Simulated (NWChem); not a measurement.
The numbers come from NWChem runs, not from measurements. System: MoO3, charge 0, spin multiplicity 1, at a geometry optimised with B3LYP/def2-SVP with def2 effective core potentials on Mo. The structure started from a generated list of species. Level: EOM-CCSD/def2-SVP with def2 effective core potentials on Mo, 3 core orbitals frozen.

Job file:

```
start mol
memory heap 100 mb stack 700 mb global 1900 mb
geometry units angstroms nocenter noautoz
  Mo     0.143827     0.137403     0.000000
  O      0.305495    -0.823692     1.397103
  O      0.305495    -0.823692    -1.397103
  O     -1.366080     0.926018     0.000000
  symmetry group Cs
end
basis spherical
  * library def2-svp
end
ecp
  Mo library def2-ecp
end
scf
  rhf
  nopen 0
  maxiter 100
  thresh 1e-7
  semidirect memsize 60000000 filesize 0
end
tce
  freeze core 3
  ccsd
  nroots 2
  2eorb
  2emet 13
  thresh 1e-5
  maxiter 200
  tilesize 24
end
task tce energy
```

NWChem printed:

```
             Northwest Computational Chemistry Package (NWChem) 7.3.0
             --------------------------------------------------------

                                NWChem Input Module
                                -------------------

 Scaling coordinates for geometry "geometry" by  1.889725989
 (inverse scale =  0.529177249)

 Turning off AUTOSYM since
 SYMMETRY directive was detected!

                             Geometry "geometry" -> ""
                             -------------------------

 Output coordinates in angstroms (scale by  1.889725989 to convert to a.u.)

  No.       Tag          Charge          X              Y              Z
 ---- ---------------- ---------- -------------- -------------- --------------
    1 Mo                  42.0000     0.14382700     0.13740300     0.00000000
    2 O                    8.0000     0.30549500    -0.82369200     1.39710300
    3 O                    8.0000     0.30549500    -0.82369200    -1.39710300
    4 O                    8.0000    -1.36608000     0.92601800     0.00000000

 Effective nuclear repulsion energy (a.u.)     349.4975910818

            Nuclear Dipole moment (a.u.)
            ----------------------------
        X                 Y               Z
 ---------------- ---------------- ----------------
     0.0000264562    -0.0000037795     0.0000000000

      Symmetry information
      --------------------

 Group name             Cs
 Group number              2
 Group order               2
 No. of unique centers     3

      Symmetry unique atoms

     1    2    4


 Summary of "ao basis" -> "" (spherical)
 ------------------------------------------------------------------------------
       Tag                 Description            Shells   Functions and Types
 ---------------- ------------------------------  ------  ---------------------
 *                          def2-svp                  on all atoms

 Summary of "ao basis" -> "ao basis" (spherical)
 ------------------------------------------------------------------------------
       Tag                 Description            Shells   Functions and Types
 ---------------- ------------------------------  ------  ---------------------
 Mo                         def2-svp                11       31   5s3p2d1f
 O                          def2-svp                 6       14   3s2p1d

                                 NWChem SCF Module
                                 -----------------

  ao basis        = "ao basis"
  functions       =    73
  atoms           =     4
  closed shells   =    19
  open shells     =     0
  charge          =   0.00
  wavefunction    = RHF
  use symmetry    = T
  symmetry adapt  = T

 Summary of "ao basis" -> "ao basis" (spherical)
 ------------------------------------------------------------------------------
       Tag                 Description            Shells   Functions and Types
 ---------------- ------------------------------  ------  ---------------------
 Mo                         def2-svp                11       31   5s3p2d1f
 O                          def2-svp                 6       14   3s2p1d

      Symmetry analysis of basis
      --------------------------

        a'         45
        a"         28

 Forming initial guess at       0.1s

      Superposition of Atomic Density Guess
      -------------------------------------

 Sum of atomic energies:        -301.36544955

      Non-variational initial energy
      ------------------------------

 Total energy =    -291.236120
[...]
 Iteration  16 using   32 trial vectors
   0.0001277024203   0.0865849290886    2.35610
   0.0000602377491   0.0963568917856    2.62201     1.9     1.9

 Iteration  17 using   34 trial vectors
   0.0000705707738   0.0865863750365    2.35614
   0.0000464108407   0.0963570445897    2.62201     2.0     2.0

 Iteration  18 using   36 trial vectors
   0.0000389934087   0.0865857928644    2.35612
   0.0000217213401   0.0963567501253    2.62200     2.0     2.0

 Iteration  19 using   38 trial vectors
   0.0000243387120   0.0865853922474    2.35611
   0.0000100351538   0.0963566175696    2.62200     2.0     2.0

 Iteration  20 using   40 trial vectors
   0.0000142267375   0.0865856701994    2.35612
   0.0000044169953   0.0963566354735    2.62200     2.1     2.1

 Iteration  21 using   41 trial vectors
   0.0000080430713   0.0865855088068    2.35611
   0.0000044169988   0.0963566354680    2.62200     1.2     1.2
 --------------------------------------------------------------
 Iterations converged
 ------------------

 Excited state root  1
 Excitation energy / hartree =        0.086585508806750
                   / eV      =        2.356112576660516
 largest EOMCCSD amplitudes: R1 and R2

 Singles contributions
    20a'  (alpha) ---    15a'  (alpha)       -0.1410039095
    20a'  (alpha) ---    17a'  (alpha)       -0.8538927969
    23a'  (alpha) ---    17a'  (alpha)        0.1990284777

 Doubles contributions
 ------------------

 Excited state root  2
 Excitation energy / hartree =        0.096356635467957
                   / eV      =        2.621998574581883
 largest EOMCCSD amplitudes: R1 and R2

 Singles contributions
    20a'  (alpha) ---    13a'  (alpha)       -0.1633304465
    20a'  (alpha) ---    19a'  (alpha)       -0.8496207384
    23a'  (alpha) ---    19a'  (alpha)        0.2177938392

 Doubles contributions

 =========================================
 Excited-state calculation ( a"  symmetry)
 =========================================
 Dim. of EOMCC iter. space      500

 EOMCCSD SOLVER TYPE  1
  maxdiff =   0.41327637864251121

 No. of initial right vectors    2

 EOM-CCSD right-hand side iterations
 --------------------------------------------------------------
      Residuum       Omega / hartree  Omega / eV    Cpu    Wall
 --------------------------------------------------------------

 Iteration   1 using    2 trial vectors
   0.8268175887711   0.3142145047468    8.55022
   0.8019182683279   0.3148133764050    8.56651     1.8     1.8

 Iteration   2 using    4 trial vectors
   0.1691392163881   0.0925070734612    2.51725
   0.1794274171080   0.1060961214499    2.88702     1.5     1.5

 Iteration   3 using    6 trial vectors
   0.0789737569020   0.0822256675035    2.23748
   0.0885557169373   0.0954288216554    2.59675     1.6     1.6

 Iteration   4 using    8 trial vectors
   0.0435225808187   0.0790340152317    2.15063
   0.0578630209502   0.0905370482335    2.46364     1.6     1.6

 Iteration   5 using   10 trial vectors
   0.0234482530393   0.0767071068687    2.08731
   0.0312927918741   0.0884729687326    2.40747     1.6     1.6

 Iteration   6 using   12 trial vectors
   0.0114847338986   0.0762018954920    2.07356
   0.0207818724204   0.0867384449000    2.36027     1.6     1.6

 Iteration   7 using   14 trial vectors
   0.0055785969729   0.0760867649919    2.07043
   0.0105837847544   0.0867619765270    2.36091     1.6     1.6

 Iteration   8 using   16 trial vectors
   0.0032237643082   0.0760716115568    2.07001
   0.0064775190915   0.0866085236638    2.35674     1.7     1.7

 Iteration   9 using   18 trial vectors
   0.0017012048760   0.0760938566417    2.07062
   0.0047401534895   0.0866164973767    2.35696     1.7     1.7

 Iteration  10 using   20 trial vectors
   0.0014633580360   0.0760876727081    2.07045
   0.0022000588856   0.0866146680727    2.35691     1.7     1.7

 Iteration  11 using   22 trial vectors
   0.0008119326648   0.0760849667587    2.07038
   0.0015453219397   0.0865854791268    2.35611     1.7     1.7

 Iteration  12 using   24 trial vectors
   0.0003559199116   0.0760769708091    2.07016
   0.0006918792941   0.0865914653712    2.35627     1.7     1.7

 Iteration  13 using   26 trial vectors
   0.0001591085484   0.0760779588322    2.07019
   0.0004848392871   0.0865846729702    2.35609     1.8     1.8

 Iteration  14 using   28 trial vectors
   0.0000642060755   0.0760765039016    2.07015
   0.0003524295560   0.0865854444036    2.35611     2.0     2.0

 Iteration  15 using   30 trial vectors
   0.0000289745362   0.0760768025916    2.07016
   0.0002442169711   0.0865851009080    2.35610     1.9     1.9

 Iteration  16 using   32 trial vectors
   0.0000102517490   0.0760769986979    2.07016
   0.0001266148001   0.0865850657197    2.35610     1.9     1.9

 Iteration  17 using   34 trial vectors
   0.0000047871955   0.0760771377658    2.07017
   0.0000695627314   0.0865864721347    2.35614     1.9     1.9

 Iteration  18 using   35 trial vectors
   0.0000047871955   0.0760771377658    2.07017
   0.0000388497571   0.0865857239658    2.35612     1.2     1.2

 Iteration  19 using   36 trial vectors
   0.0000047871955   0.0760771377658    2.07017
   0.0000241847208   0.0865852419332    2.35611     1.2     1.2

 Iteration  20 using   37 trial vectors
   0.0000047871913   0.0760771377657    2.07017
   0.0000141172915   0.0865855684911    2.35611     1.2     1.2

 Iteration  21 using   38 trial vectors
   0.0000047871908   0.0760771377659    2.07017
   0.0000079722525   0.0865854643149    2.35611     1.2     1.2
 --------------------------------------------------------------
 Iterations converged
 ------------------

 Excited state root  1
 Excitation energy / hartree =        0.076077137765927
                   / eV      =        2.070165129902902
 largest EOMCCSD amplitudes: R1 and R2

 Singles contributions
    20a'  (alpha) ---    16a"  (alpha)       -0.8716671781
    23a'  (alpha) ---    16a"  (alpha)        0.2220794830

 Doubles contributions
 ------------------

 Excited state root  2
 Excitation energy / hartree =        0.086585464314927
                   / eV      =        2.356111365975901
 largest EOMCCSD amplitudes: R1 and R2

 Singles contributions
    20a'  (alpha) ---    14a"  (alpha)       -0.1417921362
    20a'  (alpha) ---    18a"  (alpha)        0.8586648856
    23a'  (alpha) ---    18a"  (alpha)       -0.2001410398

 Doubles contributions

 Task  times  cpu:       93.9s     wall:       93.9s

 Total times  cpu:       94.0s     wall:       94.0s
```
